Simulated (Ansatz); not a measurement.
```yaml
crystal:
  periodic: [false, false, false]
  atoms:
    - {symbol: N, position_ang: [-1.259283, 1.138972, -0.097782]}
    - {symbol: B, position_ang: [-0.760244, 0.332643, -0.391664]}
    - {symbol: Si, position_ang: [0.741554, -0.737730, 0.314287]}
    - {symbol: O, position_ang: [2.279245, -1.097313, -0.314191]}
    - {symbol: H, position_ang: [-2.029985, 1.656681, -0.320222]}
    - {symbol: H, position_ang: [-1.094074, 1.667773, 1.018524]}
    - {symbol: H, position_ang: [-0.879543, -0.083665, -1.580651]}
    - {symbol: H, position_ang: [0.006210, -1.858591, 1.082633]}
    - {symbol: H, position_ang: [1.248449, -0.053154, 1.736794]}
    - {symbol: H, position_ang: [2.018919, -1.283166, -1.332172]}
basis:
  gaussian: {orbitals: "6-31G*"}
magnetization: {spin_polarized: true, initial_magnetization: 0}
hamiltonian: {xc: {name: wB97M-V}}
relax: {f_tol: 0.0001, max_steps: 1}
```

```sh
$ ansatz run in.yaml --threads 2 --pin off --events-out ev --progress --plain --max-ram 4352MiB
```

Question: How does Ansatz answer? (An estimate is asked.)

Answer: Computed: The calculation stopped without meeting its thresholds.
```
Functional definition: wB97M-V
835 factors; integrals over basis functions are off by at most 5.2e-4 eV
294 factors; integrals over basis functions are off by at most 4.2e-7 eV
mean field evaluation 1: about -12169.3993 eV, gradient 4.5e1 eV
mean field evaluation 2: about -12169.8403 eV, gradient 4.5e1 eV
mean field evaluation 4: about -12177.2876 eV, gradient 2.0e0 eV
mean field evaluation 8: about -12177.3205 eV, gradient 1.0e-1 eV
mean field evaluation 16: about -12177.3206 eV, gradient 7.1e-5 eV
mean field -12177.32063630 eV, -447.5082792996 hartree, gradient 7.1e-5 eV, S^2 0.000000; 0 other end points of the search recorded, 0 dependent functions left out
reference -12177.32067446 eV, -447.5082807021 hartree; 20, 20 occupied and 56, 56 virtual orbitals, 835 factors
relax step   1: F+E_penalty+E_count = -12177.32063630 eV  Δ(F+E_penalty+E_count) = +0.000e0 eV  max|allowed force component| = 4.608e1 eV/Å  Δτ_max = 0.0000 Å  (30 SCF iters, accepted)
Error: geometry relaxation did not converge after 1 steps: max|allowed force component| = 4.61e1 eV/Å (threshold 1.0e-4). Raise `relax.max_steps` over both its present limit and 1, loosen `relax.f_tol`, or start from a geometry closer to equilibrium. Where this run's directory can be resumed (`checkpoint.write`), a resume goes on for up to `relax.max_steps` more
```
